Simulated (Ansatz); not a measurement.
All numbers were calculated with Ansatz.

A structure relaxed at PBE0-D4/def2-TZVP, charge 0, multiplicity 1:

```xyz
17

C     2.5617   -0.7197   -0.1521
C     1.1387   -0.3368   -0.3763
C     0.3154   -0.0317    0.7076
C    -1.0253    0.3428    0.6187
C    -1.8009    0.6504    1.8540
O    -1.6869    0.4539   -0.4677
Ga   -0.9595    0.1377   -2.1811
F    -0.8669    1.6682   -3.0247
Cl   -1.9189   -1.5032   -3.1458
O     0.7777   -0.3201   -1.6009
H     2.8294   -0.7270    0.9024
H     3.2055   -0.0201   -0.6907
H     2.7349   -1.7086   -0.5835
H     0.7516   -0.0869    1.6941
H    -1.2055    0.5387    2.7577
H    -2.1812    1.6727    1.7875
H    -2.6699   -0.0103    1.9007
```

(1) Give its formula and SMILES.

(2) Point group (tolerance 0.08 Å, 0.16 Å for H)?

(3) Summarise the bond lengths by kind.

## Answers

(1) C5H7ClFGaO2, `CC1=CC(C)=[O+][Ga-]([F])([Cl])[O]1`.

(2) Cs.

(3) 4 × C–C 1.395 to 1.491 Å; 7 × C–H 1.080 to 1.093 Å; 2 × C–O 1.277 Å; 2 × Ga–O 1.888 Å; 1 × F–Ga 1.750 Å; 1 × Cl–Ga 2.132 Å.
